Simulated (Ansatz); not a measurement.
Reaction (formal exchange of groups at the Al–C bond): `[OH][AlH][C]#CS` + `O[CH2][Zn][F]` → `[OH][AlH][Zn][F]` + `OCC#CS`

Program: Ansatz. Geometries: PBE0-D4/def2-TZVP. ΔE: electronic, gas phase. CBS: MP2 limit from def2 TZ/QZ plus the TZ coupled-cluster correction, frozen cores. For Zn outer-core shells are correlated without core-valence functions, which leaves a few kJ/mol of doubt a bond. Scalar relativity is left out up to krypton. One conformer a species, not always the lowest.

```
           species  CCSD(T)/CBS(def2) energy (Eh)
 `[OH][AlH][C]#CS`                     -792.87812
   `O[CH2][Zn][F]`                    -1993.21324
`[OH][AlH][Zn][F]`                    -2196.65987
          `OCC#CS`                     -589.42782
```

Question: Work out ΔE.

Answer: ΔE = (-2196.65987) + (-589.42782) − (-792.87812) − (-1993.21324) = 0.00367 Eh = +0.10 eV.

Largest T1 diagnostic among the species: 0.016.

In def2-TZVPP, CCSD(T) changes the Hartree–Fock value by +0.18 eV (the triples alone add +0.03 eV) and MP2 by +0.26 eV. From r2SCAN to r2SCAN0 (25 % exact exchange), in def2-TZVPP and without D4, ΔE moves by −0.07 eV. Leaving LDA and LC-ωPBE aside and taking each functional with its dispersion term where it has one, the values, not all of them listed here, spread over 0.15 eV, from PBE0-D4 to r2SCAN-D4. LDA lies −0.06 eV from PBE without D4.
